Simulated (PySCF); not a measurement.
Simulation results for AlB$_{2}$H$_{2}$O, AlBH$_{2}$NO, BFHOSi

Calculation on a computer-drawn molecule: the log of a Hartree-Fock and frozen-core CCSD(T) single point meant for a local Hartree-Fock minimum, with one planted fault or none, to be diagnosed. Offsets are logged minus clean, where the clean run is the same molecule without the fault. The reference is restricted for singlets and unrestricted otherwise, and also for a bond in bohr or an excited solution. Adding or removing an electron swaps singlet and doublet. The excited solution moves the top pair (singlet) or top alpha electron (doublet) to the lowest empty orbital. Highest occupied and lowest empty are orbital energies over both spins, largest force is the largest gradient component, triples share is (T) over the correlation energy, the T1 limit is 0.02 restricted and 0.045 unrestricted, electrons count all cores, a negative frequency is imaginary (commonest isotopes), and the dipole is about the centre of nuclear charge. Program: PySCF 2.14.0.

Common to all runs: meant basis cc-pV(D+d)Z; logged SCF converged yes; logged CC converged yes; logged SCF stable within its kind yes; possible faults no fault, one electron removed, one electron added, multiplicity raised by two, geometry at a saddle point, SCF held on an excited solution, minimal basis STO-3G, one bond length entered in bohr, all coordinates scaled.

(1) AlB$_{2}$H$_{2}$O

Logged structure:
```xyz
6
AlB2H2O
O     -0.8186    -0.9631    -1.9855
B     -0.8175    -1.2285    -0.8260
B     -0.8165    -1.6007     0.7991
Al    -0.8193    -2.0713     2.8261
H      0.2747    -3.0684     3.3692
H     -1.9148    -1.4148     3.7507
```

- meant charge: 0
- meant multiplicity: 2
- logged electrons: 33
- logged basis functions: 26
- logged spin squared: 0.7831
- logged highest occupied: -6.1635 eV
- logged lowest empty: 5.7273 eV
- logged largest force: 0.030883 hartree/bohr
- logged T1 diagnostic: 0.024292
- logged D1 diagnostic: 0.089633
- logged triples share: 0.041078
- logged dipole magnitude: 2.7217 debye
- logged energy HF: -362.70208 hartree
- logged energy CCSD(T): -362.90609 hartree
- planted fault: minimal basis STO-3G
- HF energy offset from clean run: 2881 kcal/mol
- CCSD(T) energy offset from clean run: 3017 kcal/mol

Drawn bonds:
```csv
atom,other atom,order
1,2,2
2,3,1
3,4,1
4,5,1
4,6,1
```

(2) AlBH$_{2}$NO

Logged structure:
```xyz
6
AlBH2NO
O     -2.2956    -0.3307     2.7340
B     -1.5901    -1.2905     2.6102
N     -0.7733    -2.4066     2.4601
Al    -0.6468    -3.5288     1.0396
H     -0.1966    -2.5741     3.2678
H     -1.5943    -3.1806    -0.1800
```

* meant charge: 0
* meant multiplicity: 2
* logged electrons: 34
* logged basis functions: 75
* logged spin squared: 0
* logged highest occupied: -16.512 eV
* logged lowest empty: -7.8094 eV
* logged largest force: 0.054037 hartree/bohr
* logged T1 diagnostic: 0.022709
* logged D1 diagnostic: 0.055129
* logged triples share: 0.032344
* logged dipole magnitude: 13.19 debye
* logged energy HF: -396.86954 hartree
* logged energy CCSD(T): -397.37467 hartree
* planted fault: one electron removed
* HF energy offset from clean run: 194.4 kcal/mol
* CCSD(T) energy offset from clean run: 192 kcal/mol

Drawn bonds:
```csv
atom,other atom,order
1,2,2
2,3,1
3,4,1
3,5,1
4,6,1
```

Notes: T1 above single-reference limit.

(3) AlBH$_{2}$NO

Structure as in entry 2.

- meant charge: 0
- meant multiplicity: 2
- logged electrons: 35
- logged basis functions: 75
- logged spin squared: 3.8006
- logged highest occupied: -5.6051 eV
- logged lowest empty: -2.4676 eV
- logged largest force: 0.071927 hartree/bohr
- logged T1 diagnostic: 0.02962
- logged D1 diagnostic: 0.13956
- logged triples share: 0.032038
- logged dipole magnitude: 5.1471 debye
- logged energy HF: -397.00666 hartree
- logged energy CCSD(T): -397.48483 hartree
- planted fault: multiplicity raised by two
- HF energy offset from clean run: 108.3 kcal/mol
- CCSD(T) energy offset from clean run: 122.9 kcal/mol

Drawn bonds:
```csv
atom,other atom,order
1,2,2
2,3,1
3,4,1
3,5,1
4,6,1
```

(4) AlBH$_{2}$NO

Structure as in entry 2.

- meant charge: 0
- meant multiplicity: 2
- logged electrons: 36
- logged basis functions: 75
- logged spin squared: 0
- logged highest occupied: -0.78767 eV
- logged lowest empty: 6.4763 eV
- logged largest force: 0.051459 hartree/bohr
- logged T1 diagnostic: 0.018033
- logged D1 diagnostic: 0.045521
- logged triples share: 0.030625
- logged dipole magnitude: 5.3018 debye
- logged energy HF: -397.18114 hartree
- logged energy CCSD(T): -397.71251 hartree
- planted fault: one electron added
- HF energy offset from clean run: -1.17 kcal/mol
- CCSD(T) energy offset from clean run: -19.97 kcal/mol

Drawn bonds:
```csv
atom,other atom,order
1,2,2
2,3,1
3,4,1
3,5,1
4,6,1
```

(5) BFHOSi

Logged structure:
```xyz
5
BFHOSi
O     -1.2387    -2.0701     0.1376
B     -0.9352    -1.0875    -0.1477
Si    -0.3551     0.5710    -0.6027
F     -1.2886     1.3787    -1.2920
H      0.8317     1.1154    -0.3687
```

* meant charge: 1
* meant multiplicity: 1
* logged electrons: 36
* logged basis functions: 70
* logged spin squared: 0
* logged highest occupied: -20.971 eV
* logged lowest empty: -6.8459 eV
* logged largest force: 0.28932 hartree/bohr
* logged T1 diagnostic: 0.01767
* logged D1 diagnostic: 0.052264
* logged triples share: 0.025434
* logged dipole magnitude: 4.7282 debye
* logged energy HF: -488.19809 hartree
* logged energy CCSD(T): -488.73424 hartree
* planted fault: ?

Drawn bonds:
```csv
atom,other atom,order
1,2,2
2,3,1
3,4,1
3,5,1
```

## Withheld values
1. Which fault was planted in the run of BFHOSi (entry 5)?

Answers
1. all coordinates scaled, by -8.8 %

Further results for BFHOSi (entry 5):

* HF energy offset from clean run: 42.52 kcal/mol
* CCSD(T) energy offset from clean run: 54.72 kcal/mol
